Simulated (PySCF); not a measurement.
# Radial density of Nb (niobium, neutral)

UHF, [Kr] 4d4 5s1, high-spin 6D determinant. Calculation: PySCF 2.14, in aug-cc-pwCVTZ-DK; scalar relativity by spin-free X2C-1e.

```tsv
r (bohr)	4πr²ρ (e/bohr)	4πr²(ρα − ρβ)
0.0320	49.69	-0.0035
0.0539	43.46	-0.0095
0.0906	59.47	0.0192
0.152	54.03	0.1747
0.256	40.39	0.3781
0.431	42.88	0.1250
0.726	12.32	0.2053
1.22	9.768	1.7597
2.05	3.230	1.8538
3.45	0.7888	0.7686
5.81	0.1144	0.1144
9.77	0.002327	0.0023
```

Densities and radii are taken from the X2C orbitals without a picture-change correction, which distorts them close to the nucleus.

Q: Where is the radial spin density 4πr²(ρα − ρβ) most negative, and why is it negative at all?

A: Around r = 0.0539 bohr, down to -0.0095 e/bohr: exchange with the open shell polarises the paired shells in an unrestricted calculation.
